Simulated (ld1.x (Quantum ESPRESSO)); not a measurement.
## Before and after: TM potential for carbon (C)

ld1.x (Quantum ESPRESSO) 7.5 input, shortened:

```
&input
   title='C', zed=6., rel=1, dft='PBE', iswitch=3,
   config='[He] 2s2 2p1 3d-2'
 /
 &inputp
   pseudotype=2, tm=.true., lloc=2,
   nlcc=.true.
 /
3
2S  1  0   2.00   0.00  0.85  0.85  0.0
2P  2  1   1.00   0.00  1.30  1.30  0.0
3D  3  2  -2.00   0.25  1.10  1.10  0.0
 &test
   configts(1)='2s2 2p1'
 /
```

Change: wave 2p (bound): rc 1.30 bohr becomes 2p (bound): rc 1.94 bohr.

Cutoffs: the cutoffs (Ry, on a coarse ladder) from which the occupation-weighted sum of valence levels, in a spherical-Bessel basis at the reference potential, stays within 10 and 1 mRy of its value at 400 Ry; they do not see the model core or the augmentation charge, which bear on the density cutoff. Errors are all-electron minus pseudo energies relative to the spin-unpolarised reference configuration.

Q: Predict the effect on cutoff, ghosts and configuration errors.

A: The potential gets neither clearly harder nor softer (80 Ry and 200 Ry → 80 Ry and 200 Ry); the s channel sets the loose cutoff, while the largest relative change is in p, which becomes softer; of the 7 tests that both files solve, the error grows in 6 and shrinks in 1 by more than 15 % and 0.3 meV (median size 28.1 → 61.0 meV); neither file shows a bound ghost.

| quantity | base | changed |
| --- | --- | --- |
| cutoff, loose | 80 Ry | 80 Ry |
| cutoff, tight | 200 Ry | 200 Ry |
| loose cutoff by channel (10 mRy a level) | s 55 Ry, p 45 Ry | s 55 Ry, p 30 Ry |
| bound ghosts | none | none |
| error for 2s2 2p2, meV [ΔE -10.86 eV] | +8.2 | +24 |
| error for 2s2 2p0, meV [ΔE 24.16 eV] | +41 | +118 |
| error for 2s1 2p0, meV [ΔE 72.35 eV] | +130 | +322 |
| error for 2s2 2p1.5, meV [ΔE -6.90 eV] | +3.4 | +9.6 |
| error for 2s0 2p4, meV [ΔE 6.11 eV] | +67 | +104 |
| error for 2s1 2p3, meV [ΔE -2.38 eV] | +28 | +61 |
| error for 2s1 2p2, meV [ΔE 8.75 eV] | +14 | +7.9 |
